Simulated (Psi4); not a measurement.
## MP2, SCS-MP2 and SOS-MP2 from spin components

System: HAl (SMILES [AlH]), singlet, geometry from GFN2-xTB (such geometries of metal compounds can be far from the true shape). Level: MP2/aug-cc-pVTZ run with Psi4. Sums are taken with unrounded values, so a last digit can differ.

Here is a job for Psi4.
```
memory 2 GB

molecule mol {
0 1
Al   -0.000000   -0.000000   -0.115220
H     0.000000    0.000000    1.497855
}

set {
  basis aug-cc-pvtz
  reference rhf
  freeze_core true
}

energy('mp2')
print_variables()
```

It gave an SCF energy of -242.461586 Eh, a same-spin correlation energy of -0.003299 Eh and an opposite-spin one of -0.059867 Eh.

Problem. Work out the MP2, SCS-MP2 (6/5 and 1/3) and SOS-MP2 (1.3 and 0) correlation and total energies.

Solution. MP2: -0.059867 + (-0.003299) = -0.063167 Eh, total -242.524753 Eh, as the program printed. SCS-MP2: 1.2 × (-0.059867) + (-0.003299)/3 = -0.072941 Eh, total -242.534527 Eh. SOS-MP2: 1.3 × (-0.059867) = -0.077828 Eh, total -242.539414 Eh. Opposite spins carry 95 % of the MP2 correlation; same-spin pairs are already kept apart by exchange.
